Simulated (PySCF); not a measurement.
Two species compared at the same levels of theory.

First species: C6H14FNSi.
InChI=1S/C6H14FNSi/c1-2-3-6-4-9(5-7)8-6/h6,8-9H,2-5H2,1H3/t6-,9+/m1/s1

Second species: C₆H₁₅P.
Cartesian coordinates in Å at the GFN2-xTB level; atoms count from 1:
```xyz
22
C6H15P angstrom
C      3.217    0.552   -0.223
P      1.497    1.175   -0.517
C      0.596   -0.325    0.126
C     -0.930   -0.246   -0.003
C     -1.318   -0.212   -1.480
C     -1.447    1.014    0.690
C     -1.543   -1.484    0.660
H      3.466   -0.178   -0.992
H      3.910    1.387   -0.303
H      3.313    0.090    0.759
H      1.439    1.908    0.677
H      0.881   -0.489    1.170
H      0.963   -1.177   -0.458
H     -2.395   -0.111   -1.590
H     -1.005   -1.126   -1.981
H     -0.837    0.632   -1.971
H     -1.136    1.035    1.733
H     -1.054    1.899    0.191
H     -2.533    1.052    0.653
H     -1.177   -2.393    0.187
H     -1.289   -1.520    1.717
H     -2.627   -1.465    0.570
```

Levels: PBE0/pcSseg-1 for dipole moment, HOMO energy, LUMO energy and HOMO–LUMO gap; GFN2-xTB for rotational constant A and rotational constant C. Geometries: GFN2-xTB. All species are isolated and taken at one optimised geometry, non-relativistic unless stated. Electronic properties by PySCF.

The conformers computed, where there is a choice (atom-mapped SMILES and torsion angles):
- `[CH3:1][CH2:2][CH2:3][C@@H:4]1[CH2:5][Si@@H:6]([CH2:7][F:8])[NH:9]1`: C1–C2–C3–C4 -177°, C2–C3–C4–C5 -75°, C5–Si6–C7–F8 -110°
- `[CH3:1][PH:2][CH2:3][C:4]([CH3:5])([CH3:6])[CH3:7]`: C1–P2–C3–C4 -177°, P2–C3–C4–C5 65°

```json
{"property": "dipole moment", "column X": "1.22 D", "column Y": "2.29 D"}
{"property": "HOMO energy", "column X": "-6.70 eV", "column Y": "-6.70 eV"}
{"property": "LUMO energy", "column X": "0.85 eV", "column Y": "0.40 eV"}
{"property": "HOMO–LUMO gap", "column X": "7.55 eV", "column Y": "7.10 eV"}
{"property": "rotational constant A", "column X": "3.725 GHz", "column Y": "4.779 GHz"}
{"property": "rotational constant C", "column X": "1.110 GHz", "column Y": "0.475 GHz"}
```

Question: Which column belongs to which species?

Answer: Column X is the second species and column Y the first. The first has 23 atoms and 80 electrons, the second 22 and 66.

Question: How does each property change from the first species to the second?

Answer: dipole moment -1.07 D; HOMO energy 0.00 eV; LUMO energy +0.45 eV; HOMO–LUMO gap +0.45 eV; rotational constant A -1.054 GHz; rotational constant C +0.635 GHz.

On the first: In atomic units the dipole is 0.90 e·bohr (1 au = 2.5417 D).

On the second: The dipole matches unit charges of opposite sign 0.25 Å apart (1 e·Å = 4.8032 D).
